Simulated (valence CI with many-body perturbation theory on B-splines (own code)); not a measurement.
**E1 line list for Pb LXIX**

Computed by relativistic CI+MBPT: four valence electrons over a frozen Dirac-Fock core [Ne], a basis of 11 s, 11 p, 9 d, 7 f, 5 g, 2 h, 1 i functions for each j, with the one-electron correlation potential Σ1, the two-electron term Σ2, the three-electron term Σ3, Breit, model QED; selected CI, second order for the rest (own B-spline code, finite nucleus).

The last digits are not significant, and no measured levels were compared; by estimate large intervals hold to a few tenths of a per cent, small ones and those within an open d or f shell to about a per cent.

Lines 1 to 50 of 273 in falling wavelength, among levels below 15100 × 10³ cm⁻¹, chosen from the strongest by gf and those to the six lowest levels. Wavelengths and rates use the calculated energies. Electric multipoles are in the length gauge, E1 and E2 with the static RPA response of the core. Weak lines are less certain than strong ones. Lines between different terms over intervals too small for the method are left out, as are lines whose strength nearly cancels. The highest levels of a list are the least certain.

Levels are named by their leading jj configuration (3d3/2^4 stands for four electrons in 3d with j = 3/2), which in mixed levels can hold well under half, so a name can repeat and another be missing. Letters in brackets count levels of one name in rising energy.

```tsv
λ vac (Å)	Upper	Lower	A (s⁻¹)	S (a.u.)
76.75	(3s 3p1/2^2 3d3/2) J=2	(3s^2 3p1/2 3d3/2) J=1	1.02e+10	1.13e-02
75.63	(3s 3p1/2 3p3/2 3d5/2) J=4 [a]	(3s^2 3p3/2 3d5/2) J=4	3.95e+09	7.58e-03
74.46	(3s 3p1/2 3p3/2 3d3/2) J=4	(3s^2 3p3/2 3d3/2) J=3	1.34e+10	2.46e-02
71.69	(3p1/2^2 3p3/2 3d3/2) J=3	(3s 3p1/2 3p3/2 3d3/2) J=2 [d]	1.02e+10	1.30e-02
71.20	(3s 3p1/2 3p3/2 3d3/2) J=2 [b]	(3s^2 3p3/2 3d3/2) J=2	7.80e+09	6.94e-03
69.23	(3s 3p1/2 3p3/2 3d5/2) J=4 [b]	(3s^2 3p3/2 3d5/2) J=3	8.99e+09	1.33e-02
67.92	(3s 3p1/2 3p3/2 3d3/2) J=3 [b]	(3s^2 3p3/2 3d3/2) J=2	5.74e+09	6.21e-03
66.36	(3s 3p1/2 3p3/2 3d5/2) J=3 [a]	(3s^2 3p3/2 3d5/2) J=2	5.85e+09	5.90e-03
65.24	(3s 3p1/2^2 3p3/2) J=2	(3s^2 3p1/2 3p3/2) J=2	1.69e+10	1.16e-02
65.21	(3s 3p1/2 3p3/2 3d5/2) J=5	(3s^2 3p3/2 3d5/2) J=4	2.83e+10	4.25e-02
64.66	(3s 3p1/2 3p3/2 3d3/2) J=2 [c]	(3s^2 3p3/2 3d3/2) J=1	1.04e+10	6.94e-03
64.64	(3s 3p1/2 3p3/2^2) J=3	(3s^2 3p3/2^2) J=2	1.98e+10	1.84e-02
63.94	(3s 3p1/2 3p3/2 3d3/2) J=1 [c]	(3s^2 3p3/2 3d3/2) J=1	1.93e+10	7.47e-03
63.55	(3s 3p1/2 3p3/2 3d5/2) J=4 [c]	(3s^2 3p3/2 3d5/2) J=3	1.82e+10	2.07e-02
62.59	(3s 3p1/2^2 3d5/2) J=3	(3s^2 3p1/2 3d5/2) J=3	2.33e+10	1.97e-02
62.52	(3s 3p1/2 3p3/2^2) J=1 [a]	(3s^2 3p3/2^2) J=0	1.54e+10	5.58e-03
62.32	(3s 3p1/2 3p3/2 3d5/2) J=3 [b]	(3s^2 3p3/2 3d5/2) J=2	2.40e+10	2.01e-02
62.11	(3s 3p1/2 3p3/2 3d5/2) J=1 [c]	(3s^2 3p3/2 3d5/2) J=1	2.50e+10	8.89e-03
62.04	(3p1/2^2 3p3/2 3d3/2) J=2	(3s 3p1/2 3p3/2 3d3/2) J=2 [b]	1.18e+10	6.96e-03
62.01	(3s 3p1/2^2 3d5/2) J=3	(3s^2 3p1/2 3d5/2) J=2	3.77e+10	3.10e-02
61.98	(3s 3p1/2 3p3/2 3d3/2) J=3 [c]	(3s^2 3p3/2 3d3/2) J=3	2.71e+10	2.23e-02
61.96	(3s 3p1/2 3p3/2 3d5/2) J=1 [a]	(3s^2 3p3/2 3d5/2) J=2	1.74e+10	6.13e-03
61.87	(3s 3p1/2^2 3p3/2) J=2	(3s^2 3p1/2 3p3/2) J=1	2.10e+10	1.23e-02
61.68	(3s 3p1/2 3p3/2 3d3/2) J=3 [a]	(3s 3p1/2 3p3/2^2) J=2 [b]	6.93e+09	5.62e-03
61.49	(3s 3p1/2 3p3/2 3d5/2) J=2 [c]	(3s^2 3p3/2 3d5/2) J=1	1.84e+10	1.06e-02
61.29	(3p1/2^2 3p3/2 3d3/2) J=0	(3s 3p1/2 3p3/2 3d3/2) J=1 [b]	5.80e+10	6.59e-03
61.01	(3p1/2^2 3p3/2 3d3/2) J=1	(3s 3p1/2 3p3/2 3d3/2) J=1 [c]	2.86e+10	9.61e-03
60.70	(3p1/2^2 3p3/2 3d3/2) J=3	(3s 3p1/2 3p3/2 3d3/2) J=3 [c]	3.06e+10	2.36e-02
60.36	(3p1/2^2 3p3/2 3d3/2) J=1	(3s 3p1/2 3p3/2 3d3/2) J=2 [c]	2.13e+10	6.93e-03
60.36	(3s 3p1/2^2 3d3/2) J=1	(3s^2 3p1/2 3d3/2) J=2	4.72e+10	1.54e-02
59.74	(3s 3p1/2 3p3/2 3d5/2) J=2 [b]	(3s^2 3p3/2 3d5/2) J=2	2.41e+10	1.27e-02
59.42	(3p1/2^2 3p3/2^2) J=2	(3s 3p1/2 3p3/2^2) J=1 [a]	1.55e+10	8.00e-03
59.01	(3p1/2^2 3p3/2^2) J=2	(3s 3p1/2 3p3/2^2) J=2 [b]	2.10e+10	1.06e-02
58.65	(3s 3p1/2 3p3/2 3d5/2) J=2 [d]	(3s^2 3p3/2 3d5/2) J=1	2.11e+10	1.05e-02
58.22	(3s 3p1/2 3p3/2 3d3/2) J=2 [a]	(3s 3p1/2 3p3/2^2) J=3	9.61e+09	4.68e-03
58.14	(3s 3p1/2 3p3/2 3d5/2) J=3 [d]	(3s^2 3p3/2 3d5/2) J=3	3.07e+10	2.08e-02
57.97	(3s 3p1/2 3p3/2 3d5/2) J=2 [c]	(3s^2 3p3/2 3d5/2) J=3	2.27e+10	1.09e-02
57.93	(3s 3p1/2^2 3d3/2) J=2	(3s^2 3p1/2 3d3/2) J=2	3.69e+10	1.77e-02
57.91	(3s 3p1/2^2 3d5/2) J=2	(3s^2 3p1/2 3d5/2) J=3	5.22e+10	2.50e-02
57.66	(3s 3p1/2 3p3/2 3d5/2) J=4 [b]	(3s^2 3p3/2 3d5/2) J=4	1.16e+10	9.84e-03
57.41	(3s 3p1/2^2 3d5/2) J=2	(3s^2 3p1/2 3d5/2) J=2	1.32e+10	6.15e-03
56.84	(3s 3p1/2 3d3/2^2) J=2	(3s 3p1/2 3p3/2 3d3/2) J=3 [b]	1.39e+10	6.32e-03
56.38	(3s 3p1/2^2 3p3/2) J=1	(3s^2 3p1/2 3p3/2) J=2	5.70e+10	1.51e-02
56.36	(3s 3p1/2 3p3/2^2) J=2 [b]	(3s^2 3p3/2^2) J=2	3.42e+10	1.51e-02
55.99	(3s 3p1/2 3p3/2^2) J=1 [a]	(3s^2 3p3/2^2) J=2	2.68e+10	6.97e-03
55.63	(3p1/2^2 3p3/2 3d3/2) J=1	(3s 3p1/2 3p3/2 3d3/2) J=2 [b]	2.11e+10	5.39e-03
55.44	(3s 3p1/2 3p3/2 3d5/2) J=2 [d]	(3s^2 3p3/2 3d5/2) J=3	1.93e+10	8.13e-03
55.34	(3s 3p1/2 3p3/2 3d3/2) J=1 [d]	(3s^2 3p3/2 3d3/2) J=2	2.63e+10	6.59e-03
55.20	(3p1/2^2 3p3/2^2) J=0	(3s 3p1/2 3p3/2^2) J=1 [a]	1.05e+11	8.75e-03
54.90	(3s 3p1/2^2 3d3/2) J=1	(3s 3p1/2^2 3p3/2) J=1	2.01e+10	4.93e-03
```
